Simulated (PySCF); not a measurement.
## Electron correlation in Sn²⁺ (tin, charge +2)

[Kr] 4d10 5s1 5p1, high-spin 3P determinant (an excited configuration). Computed with PySCF 2.14 in x2c-TZVPPall, with scalar relativity by spin-free X2C-1e. Frozen: [Kr] 4d10; 2 electrons correlated.

With two correlated electrons CCSD is exact within the correlated space (frozen core and kept virtual orbitals).

| level | correlation energy (mhartree) |
| --- | --- |
| CCSD | -3.26 |

Diagnostics: T1 = 0.0021, D1 = 0.0035, largest double amplitude 0.035.

Cost of the coupled-cluster step: of the order of 0.8 core-seconds, for 2 correlated electrons.
